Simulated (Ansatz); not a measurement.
Cost and result up the ladder for Zn(SiH3)2 (ZnSi₂H₆) (9 atoms). Total charge 0; singlet. Geometry: PBE-D4/def2-SVP.

```xyz
9

Zn   -0.0087    0.0081    0.0091
Si    0.4116   -1.5464    1.7754
H     1.6710   -1.2139    2.5406
H     0.5807   -2.9560    1.2590
H    -0.7097   -1.5890    2.7867
Si   -0.4149    1.5495   -1.7720
H    -0.7036    2.9458   -1.2732
H    -1.5954    1.1417   -2.6218
H     0.7690    1.6604   -2.7038
```

Ansatz on 4 threads of Arm Neoverse V2 on a shared host. Times are rough, and most runs start from the orbitals of an earlier one. PBE0-D4/def2-TZVPD serves as the yardstick here, not as an exact answer. Differences are given only for rows in sets of like size (and for xTB, whose basis is part of the method), since another set adds its own error. Binding counts from free atoms at the same level (Zn singlet, Si triplet, H doublet; other spins of the atoms weren't run), without zero-point energy or a counterpoise term.

LC-ωPBE has ω = 0.4 bohr⁻¹. B3LYP takes the VWN-RPA correlation. HSE06 is defined as in plane-wave codes, on full-range PBE exchange. Correlated methods freeze 19 core orbitals.

Correlated methods converge slowly with the basis.

```tsv
level	functions	wall time	binding energy per atom (eV)	difference from PBE0-D4/def2-TZVPD (eV)
HF/STO-3G	42	0.35 s	2.98	–
LDA (SPW92)/def2-TZVP	158	0.6 s	2.85	0.29
PBE-D4/def2-SVP	97	0.65 s	2.57	–
MP2/def2-TZVP	158	1 s	2.44	-0.12
PBE-D4/def2-TZVP	158	1.1 s	2.55	-0.01
LC-ωPBE/def2-TZVP	158	1.3 s	2.58	0.02
B3LYP-D4/def2-TZVP	158	1.4 s	2.58	0.02
HSE06-D4/def2-TZVP	158	1.4 s	2.56	0.00
PBE-D4/def2-TZVPD	191	1.6 s	2.55	-0.01
BHLYP-D4/def2-TZVP	158	1.6 s	2.57	0.01
PBE0-D4/def2-TZVPD	191	1.9 s	2.56	0.00
r2SCAN-D4/def2-TZVPD	191	3 s	2.60	0.05
B97M-V/def2-TZVP (with forces)	158	5.5 s	2.60	0.04
CCSD(T)/def2-TZVPP	232	53 s	2.53	-0.03
```
